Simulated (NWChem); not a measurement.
# BSiH₄O₂F; SMILES OB(F)O[SiH3]

```xyz
9

B      0.0230    -0.9600     0.0000
F      0.7554    -2.0755     0.0000
O     -1.3310    -1.0388     0.0000
H     -1.6545    -1.9450     0.0000
O      0.6521     0.2331     0.0000
Si     0.0381     1.7938     0.0000
H     -0.7864     2.0243    -1.2208
H      1.2108     2.7088     0.0000
H     -0.7864     2.0243     1.2208
```
Atoms are numbered in this order, from 1.

Program: NWChem. Pople sets run with spherical d functions. Coordinates come from a PBE0/def2-SVP optimisation. Vertical excitations in the gas phase; the lowest state need not have the same character in each row.

| level | lowest excitation, singlet (eV) | oscillator strength of that lowest state | orbital gap (eV) |
|---|---|---|---|
| PBE/6-31+G*, TDA | 6.77 | 0.003 | 6.71 |
| B3LYP/6-31+G*, TDA | (withheld) | 0.003 | (withheld) |
| BHandHLYP/6-31+G*, TDA | 8.20 | 0.003 | 10.81 |

### Question
Complete the blanks.

### Answer

- B3LYP/6-31+G*, TDA, lowest excitation, singlet (eV): 7.43
- B3LYP/6-31+G*, TDA, orbital gap (eV): 8.42
